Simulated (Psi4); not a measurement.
C2H3FSi, singlet, at a GFN2-xTB geometry; Psi4 1.11 with CCSD(T)/def2-SVP.

Input for Psi4:
```
memory 2 GB

molecule {
0 1
  Si   -0.76748994   -0.25959108    0.05080117
  F    -1.08226501    1.14490314   -0.67105726
  C     1.06126978   -0.35824159    0.28228306
  C     2.25152549   -0.42756164    0.43545721
  H    -1.23229576   -1.27933807   -0.87750068
  H    -1.45343439   -0.19304594    1.33248937
  H     3.29420281   -0.48264978    0.56686868
}

set basis def2-svp
set freeze_core true

energy('ccsd(t)')
print_variables()
```

The log (banner, timings and long lists left out):

```
   => Loading Basis Set <=

    Name: DEF2-SVP
    Role: ORBITAL
    Keyword: BASIS

         ---------------------------------------------------------
                                   SCF
               by Justin Turney, Rob Parrish, Andy Simmonett
                          and Daniel G. A. Smith
                              RHF Reference
         ---------------------------------------------------------

  ==> Geometry <==

    Molecular point group: c1
    Full point group: C1

    Geometry (in Angstrom), charge = 0, multiplicity = 1:

       Center              X                  Y                   Z               Mass
    ------------   -----------------  -----------------  -----------------  -----------------
         SI          -0.744968773032    -0.301332296199     0.073572066066    27.976926534650
         F           -1.059743843032     1.103161923801    -0.648286363934    18.998403162730
         C            1.083790946968    -0.399982806199     0.305053956066    12.000000000000
         C            2.274046656968    -0.469302856199     0.458228106066    12.000000000000
         H           -1.209774593032    -1.321079286199    -0.854729783934     1.007825032230
         H           -1.430913223032    -0.234787156199     1.355260266066     1.007825032230
         H            3.316723976968    -0.524390996199     0.589639576066     1.007825032230

  Running in c1 symmetry.

  Rotational constants: A =      0.60260  B =      0.11256  C =      0.09825 [cm^-1]
  Rotational constants: A =  18065.54995  B =   3374.37191  C =   2945.37865 [MHz]
  Nuclear repulsion =  139.330516121724600

  Charge       = 0
  Multiplicity = 1
  Electrons    = 38
  Nalpha       = 19
  Nbeta        = 19

  ==> Algorithm <==

  SCF Algorithm Type is PK.
  DIIS enabled.
  MOM disabled.
  Fractional occupation disabled.
  Guess Type is SAD.
  Energy threshold   = 1.00e-08
  Density threshold  = 1.00e-08
  Integral threshold = 1.00e-12

  ==> Primary Basis <==

  Basis Set: DEF2-SVP
    Blend: DEF2-SVP
    Number of shells: 35
    Number of basis functions: 75
    Number of Cartesian functions: 79
    Spherical Harmonics?: true
    Max angular momentum: 2

  ==> Integral Setup <==

  Using in-core PK algorithm.
   Calculation information:
      Number of atoms:                   7
      Number of AO shells:              35
      Number of primitives:             69
      Number of atomic orbitals:        79
      Number of basis functions:        75

      Integral cutoff                 1.00e-12
      Number of threads:                 1

  Performing in-core PK
  Using 8125350 doubles for integral storage.
  We computed 176350 shell quartets total.
  Whereas there are 198765 unique shell quartets.

  ==> DiskJK: Disk-Based J/K Matrices <==

    J tasked:                  Yes
    K tasked:                  Yes
    wK tasked:                  No
    Schwarz Cutoff:          1E-12

  Minimum eigenvalue in the overlap matrix is 9.2506395123E-04.
  Reciprocal condition number of the overlap matrix is 2.1568797654E-04.
    Using symmetric orthogonalization.

  ==> Pre-Iterations <==

  SCF Guess: Superposition of Atomic Densities via on-the-fly atomic UHF (no occupation information).

   -------------------------
    Irrep   Nso     Nmo
   -------------------------
     A         75      75
   -------------------------
    Total      75      75
   -------------------------

  ==> Iterations <==

                        Total Energy        Delta E     RMS |[F,P]|

   @RHF iter SAD:  -464.48107284551998   -4.64481e+02   0.00000e+00
   @RHF iter   1:  -465.55199698478725   -1.07092e+00   4.84320e-03 DIIS/ADIIS
   @RHF iter   2:  -465.60977886209736   -5.77819e-02   2.52554e-03 DIIS/ADIIS
   @RHF iter   3:  -465.62303297592899   -1.32541e-02   3.96602e-04 DIIS/ADIIS
   @RHF iter   4:  -465.62372349439198   -6.90518e-04   1.18659e-04 DIIS/ADIIS
   @RHF iter   5:  -465.62378976368780   -6.62693e-05   1.98682e-05 DIIS
   @RHF iter   6:  -465.62379224123839   -2.47755e-06   8.20140e-06 DIIS
   @RHF iter   7:  -465.62379256097790   -3.19740e-07   3.55459e-06 DIIS
   @RHF iter   8:  -465.62379269803353   -1.37056e-07   1.61071e-06 DIIS
   @RHF iter   9:  -465.62379276060796   -6.25744e-08   5.47181e-07 DIIS
   @RHF iter  10:  -465.62379276803495   -7.42699e-09   1.01919e-07 DIIS
   @RHF iter  11:  -465.62379276819587   -1.60924e-10   1.65774e-08 DIIS
   @RHF iter  12:  -465.62379276819945   -3.58114e-12   3.19110e-09 DIIS
  Energy and wave function converged.

  ==> Post-Iterations <==

    Orbital Energies [Eh]
    ---------------------

    Doubly Occupied:

[...]
      19A     -0.417702

    Virtual:

[...]
    Final Occupation by Irrep:
              A
    DOCC [    19 ]
    NA   [    19 ]
    NB   [    19 ]

  @RHF Final Energy:  -465.62379276819945

   => Energetics <=

    Nuclear Repulsion Energy =            139.3305161217245995
    One-Electron Energy =                -920.6060755014191272
    Two-Electron Energy =                 315.6517666114950771
    Total Energy =                       -465.6237927681994506

Computation Completed

Properties will be evaluated at   0.000000,   0.000000,   0.000000 [a0]

Properties computed using the SCF density matrix

 Multipole Moments:

 ------------------------------------------------------------------------------------
     Multipole            Electronic (a.u.)      Nuclear  (a.u.)        Total (a.u.)
 ------------------------------------------------------------------------------------

 L = 1.  Multiply by 2.5417464519 to convert [e a0] to [Debye]
 Dipole X            :         -1.2363630            1.6172359            0.3808729
 Dipole Y            :          2.3418139           -2.9974198           -0.6556058
 Dipole Z            :         -1.2748029            1.6351688            0.3603660
 Magnitude           :                                                    0.8394920

[...]
	One-electron energy          =   -156.92277082693715
	Two-electron energy          =     70.47050303382407
	Reference energy             =   -465.62379276819735

            **************************
            *                        *
            *        CCENERGY        *
            *                        *
            **************************

    Nuclear Rep. energy (wfn)     =  139.330516121724600
    SCF energy          (wfn)     = -465.623792768199451
    Reference energy    (file100) = -465.623792768197347

    Input parameters:
    -----------------
    Wave function   =     CCSD_T
    Reference wfn   =     RHF
    Brueckner       =     No
    Maxiter         =     50
    R_Convergence   =     1.0e-07
    E_Convergence   =     1.0e-06
    Restart         =     Yes
    DIIS            =     Yes
    AO Basis        =     NONE
    ABCD            =     NEW
    Cache Level     =     2
    Cache Type      =     LOW
    Print Level     =     1
    Num. of threads =     1
    # Amps to Print =     10
    Print MP2 Amps? =     No
    Analyze T2 Amps =     No
    Print Pair Ener =     No
    Local CC        =     No
    SCS-MP2         =     False
    SCSN-MP2        =     False
    SCS-CCSD        =     False

MP2 correlation energy -0.5265922130466656
                Solving CC Amplitude Equations
                ------------------------------
  Iter             Energy              RMS        T1Diag      D1Diag    New D1Diag    D2Diag
  ----     ---------------------    ---------   ----------  ----------  ----------   --------
     0        -0.526592213046666    0.000e+00    0.000000    0.000000    0.000000    0.157659
     1        -0.535872481937034    7.462e-02    0.010621    0.024796    0.024796    0.158584
     2        -0.551444045739310    2.748e-02    0.010796    0.025885    0.025885    0.169443
     3        -0.555292767424852    1.193e-02    0.012499    0.028947    0.028947    0.175075
     4        -0.555446880815481    3.819e-03    0.012669    0.029455    0.029455    0.176889
     5        -0.555585066203622    1.633e-03    0.012728    0.029500    0.029500    0.178015
     6        -0.555610142544089    4.146e-04    0.012717    0.029485    0.029485    0.178240
     7        -0.555607779267747    1.530e-04    0.012705    0.029476    0.029476    0.178268
     8        -0.555608361897207    3.868e-05    0.012702    0.029474    0.029474    0.178280
     9        -0.555609445017516    1.344e-05    0.012702    0.029474    0.029474    0.178283
    10        -0.555609035309486    5.450e-06    0.012701    0.029474    0.029474    0.178283
    11        -0.555609146735831    1.639e-06    0.012701    0.029474    0.029474    0.178284
    12        -0.555609091133012    6.565e-07    0.012701    0.029474    0.029474    0.178284
    13        -0.555609077716532    2.806e-07    0.012701    0.029474    0.029474    0.178284
    14        -0.555609074246117    1.217e-07    0.012701    0.029474    0.029474    0.178284
    15        -0.555609072614775    5.000e-08    0.012701    0.029474    0.029474    0.178284

    Iterations converged.

    Largest TIA Amplitudes:
              4   2        -0.0168525183
              9  13        -0.0168420145
             10  16         0.0159865599
              5   7         0.0149816136
             10  12        -0.0132179963
              6   0        -0.0126019807
              9  18        -0.0124618303
              9  11         0.0117672086
              5   1         0.0116827291
              4   4         0.0098988240

    Largest TIjAb Amplitudes:
     10  10   1   1        -0.0773704836
      9   9   0   0        -0.0553124185
      9   9   4   4        -0.0478709964
      9   9   0   4        -0.0454067605
      9   9   4   0        -0.0454067605
      9  10   0   1         0.0408266900
     10   9   1   0         0.0408266900
     10  10   1   7         0.0339370512
     10  10   7   1         0.0339370512
      9  10   4   1         0.0338972918

    SCF energy       (wfn)                    = -465.623792768199451
    Reference energy (file100)                = -465.623792768197347

    Opposite-spin MP2 correlation energy      =   -0.397182374773662
    Same-spin MP2 correlation energy          =   -0.129409838273004
    Singles MP2 correlation energy            =   -0.000000000000000
    MP2 correlation energy                    =   -0.526592213046666
      * MP2 total energy                      = -466.150384981244031

    Opposite-spin CCSD correlation energy     =   -0.442012423985262
    Same-spin CCSD correlation energy         =   -0.113596648629513
    Singles CCSD correlation energy           =    0.000000000000000
    CCSD correlation energy                   =   -0.555609072614775
      * CCSD total energy                     = -466.179401840812147

            **************************
            *                        *
            *        CCTRIPLES       *
            *                        *
            **************************

    Wave function   =    CCSD_T
    Reference wfn   =      RHF

    Nuclear Rep. energy (wfn)                =  139.330516121724600
    SCF energy          (wfn)                = -465.623792768199451
    Reference energy    (file100)            = -465.623792768197347
    CCSD energy         (file100)            =   -0.555609072614775
    Total CCSD energy   (file100)            = -466.179401840812147

    Number of ijk index combinations:              286
    Approx. words needed per explicit thread:          702464
    Number of threads for explicit ijk threading:    1

    MKL num_threads set to 1 for explicit threading.

    (T) energy                                =   -0.016765396240251
      * CCSD(T) total energy                  = -466.196167237052350

  Variable Map:
  ----------------------------------------------------------------------------
[...]
  Array Variable Map:
  ----------------------------------------------------------------------------
[...]
[...]
```
